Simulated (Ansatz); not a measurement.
**Nudged elastic band run: H4SSiTe**

Input:

```yaml
crystal:
  periodic: [false, false, false]
  atoms:
    - { symbol: Si, position_ang: [-0.933992, 0.537302, -0.177348] }
    - { symbol: S, position_ang: [0.529063, 0.35616, 1.395513] }
    - { symbol: Te, position_ang: [1.558143, -1.7203, 0.67779] }
    - { symbol: H, position_ang: [-1.851323, -0.638533, -0.197532] }
    - { symbol: H, position_ang: [-0.273681, 0.675341, -1.508397] }
    - { symbol: H, position_ang: [-1.702102, 1.779552, 0.138359] }
    - { symbol: H, position_ang: [2.673884, -0.989512, -0.328365] }
basis:
  gaussian: { orbitals: def2-SVP }
hamiltonian:
  xc: pbe0
  dispersion: d4
neb:
  order_check: false
  images: 7
  f_tol: 0.03
  max_iterations: 40
  final_atoms:
    - { symbol: Si, position_ang: [-1.01329474, 0.34169026, -0.21776063] }
    - { symbol: S, position_ang: [-0.05425245, -1.07385124, 1.09385966] }
    - { symbol: Te, position_ang: [2.05704321, -1.27214319, -0.08507965] }
    - { symbol: H, position_ang: [-2.37667665, 0.54708647, 0.35740541] }
    - { symbol: H, position_ang: [-1.11859046, -0.19505425, -1.60528431] }
    - { symbol: H, position_ang: [-0.27355272, 1.63766923, -0.24123978] }
    - { symbol: H, position_ang: [2.77931581, 0.01461272, 0.6981193] }
  initial_path:
    images:
      - { positions_ang: [[-0.933992, 0.537302, -0.177348], [0.529063, 0.35616, 1.395513], [1.558143, -1.7203, 0.67779], [-1.851323, -0.638533, -0.197532], [-0.273681, 0.675341, -1.508397], [-1.702102, 1.779552, 0.138359], [2.673884, -0.989512, -0.328365]] }
      - { positions_ang: [[-0.95338844, 0.50836904, -0.18000362], [0.43523859, 0.18897428, 1.41114769], [1.62211627, -1.68176127, 0.57446381], [-1.9822626, -0.49402745, -0.14913207], [-0.31080769, 0.47663043, -1.48314266], [-1.49523855, 1.7999674, 0.08693076], [2.68433443, -0.79814242, -0.2602439]] }
      - { positions_ang: [[-0.97278489, 0.47943607, -0.18265924], [0.34141417, 0.02178856, 1.42678237], [1.68608954, -1.64322253, 0.47113763], [-2.11320219, -0.34952191, -0.10073214], [-0.34793438, 0.27791985, -1.45788833], [-1.2883751, 1.8203828, 0.03550251], [2.69478485, -0.60677285, -0.1921228]] }
      - { positions_ang: [[-0.99218133, 0.45050311, -0.18531487], [0.24758976, -0.14539716, 1.44241706], [1.7500628, -1.6046838, 0.36781144], [-2.24414179, -0.20501636, -0.05233221], [-0.38506107, 0.07920928, -1.43263399], [-1.08151164, 1.8407982, -0.01592573], [2.70523528, -0.41540327, -0.1240017]] }
      - { positions_ang: [[-1.01157778, 0.42157015, -0.18797049], [0.15376534, -0.31258288, 1.45805175], [1.81403607, -1.56614507, 0.26448525], [-2.37508138, -0.06051082, -0.00393228], [-0.42218777, -0.1195013, -1.40737965], [-0.87464819, 1.8612136, -0.06735398], [2.7156857, -0.22403369, -0.0558806]] }
      - { positions_ang: [[-1.01200702, 0.40160018, -0.19541802], [0.10176089, -0.50289997, 1.36700372], [1.87478786, -1.4926446, 0.17709403], [-2.3754802, 0.09138851, 0.08640214], [-0.59628844, -0.13838954, -1.45685582], [-0.72437432, 1.80532751, -0.11082543], [2.73159323, -0.16437209, 0.13261937]] }
      - { positions_ang: [[-1.01243626, 0.3816302, -0.20286556], [0.04975645, -0.69321706, 1.2759557], [1.93553964, -1.41914413, 0.0897028], [-2.37587902, 0.24328783, 0.17673656], [-0.77038911, -0.15727777, -1.50633198], [-0.57410046, 1.74944142, -0.15429688], [2.74750075, -0.10471049, 0.32111935]] }
      - { positions_ang: [[-1.0128655, 0.36166023, -0.21031309], [-0.002248, -0.88353415, 1.18490768], [1.99629143, -1.34564366, 0.00231158], [-2.37627784, 0.39518715, 0.26707098], [-0.94448979, -0.17616601, -1.55580814], [-0.42382659, 1.69355533, -0.19776833], [2.76340828, -0.04504889, 0.50961932]] }
      - { positions_ang: [[-1.01329474, 0.34169026, -0.21776063], [-0.05425245, -1.07385124, 1.09385966], [2.05704321, -1.27214319, -0.08507965], [-2.37667665, 0.54708647, 0.35740541], [-1.11859046, -0.19505425, -1.60528431], [-0.27355272, 1.63766923, -0.24123978], [2.77931581, 0.01461272, 0.6981193]] }
```

Run as:

```bash
$ ansatz run input.yaml --threads 1 --pin off --max-ram 2048MiB --backend cpu --events-out ev --progress --plain --runs-dir out
```

Output, in part (warnings, iteration lines, the closing report on the highest movable image, with atoms numbered from 0):

```
NEB end point (image 0): max|allowed force component| = 7.271e-4 eV/Å (the criterion of neb.relax_end_points is 1.000e-2)
NEB end point (image 8): max|allowed force component| = 8.098e-3 eV/Å (the criterion of neb.relax_end_points is 1.000e-2)
NEB iter   1: max|band force component| = 2.249e0 eV/Å  barrier→ = 0.3969 eV  barrier← = 0.3969 eV  Δτ_max = 0.2000 Å  (207 SCF iters)
NEB iter   2: max|band force component| = 6.600e-1 eV/Å  barrier→ = 0.1396 eV  barrier← = 0.1396 eV  Δτ_max = 0.0807 Å  (195 SCF iters)
NEB iter   3: max|band force component| = 1.708e-1 eV/Å  barrier→ = 0.1099 eV  barrier← = 0.1098 eV  CI = image 4  Δτ_max = 0.0242 Å  (193 SCF iters)
NEB iter   4: max|band force component| = 4.547e-2 eV/Å  barrier→ = 0.1076 eV  barrier← = 0.1076 eV  CI = image 4  Δτ_max = 0.0365 Å  (199 SCF iters)
NEB iter   5: max|band force component| = 2.656e-2 eV/Å  barrier→ = 0.1062 eV  barrier← = 0.1062 eV  CI = image 4  Δτ_max = 0.0557 Å  (157 SCF iters)
NEB iter   6: max|band force component| = 3.360e-2 eV/Å  barrier→ = 0.1046 eV  barrier← = 0.1045 eV  CI = image 4  Δτ_max = 0.0566 Å  (26 SCF iters)
NEB iter   7: max|band force component| = 4.250e-2 eV/Å  barrier→ = 0.1042 eV  barrier← = 0.1042 eV  CI = image 4  Δτ_max = 0.0283 Å  (169 SCF iters)
NEB iter   8: max|band force component| = 1.938e-2 eV/Å  barrier→ = 0.1042 eV  barrier← = 0.1041 eV  CI = image 4  Δτ_max = 0.0000 Å  (352 SCF iters)
Total energy: -26059.12140288 eV, -957.6550480488 hartree
Atom 0 at    -1.043214     0.436424    -0.169696 Å, force    -0.001108    -0.001008    -0.000784 eV/Å
Atom 1 at     0.221926    -0.297323     1.430696 Å, force    -0.001031    -0.001259     0.001410 eV/Å
Atom 2 at     1.889225    -1.621603     0.278738 Å, force     0.000949     0.003737    -0.001723 eV/Å
Atom 3 at    -2.435044    -0.066340     0.030419 Å, force    -0.002673    -0.000237     0.000997 eV/Å
Atom 4 at    -0.515462    -0.023885    -1.484282 Å, force     0.001624    -0.002318    -0.000501 eV/Å
Atom 5 at    -1.071152     1.928914    -0.121637 Å, force     0.001565     0.002883     0.000291 eV/Å
Atom 6 at     2.953713    -0.356176     0.035783 Å, force     0.000675    -0.001799     0.000312 eV/Å
Dipole moment:     0.074724    -0.012409    -0.297501 e Å
```

The run converged. The band force fell under the threshold earlier too, but the program's further tests of the path sent the band on. A vibrational analysis at the climbing image gives one clearly imaginary mode, 141i cm⁻¹: a first-order saddle point.

Final band (atoms are numbered from 1 in the order of the input):

```tsv
image	path coordinate (Å)	energy (kJ/mol)	dihedral H5–Si1–S2–Te3 (°)
0	0.00	0.0	-63
1	0.45	1.6	-49
2	0.91	5.3	-34
3	1.36	8.7	-18
4	1.82	10.1	-2
5	2.27	8.5	14
6	2.73	5.1	30
7	3.18	1.6	45
8	3.64	0.0	59
```

Run time: 3.4 min on 1 CPU thread of a shared host.
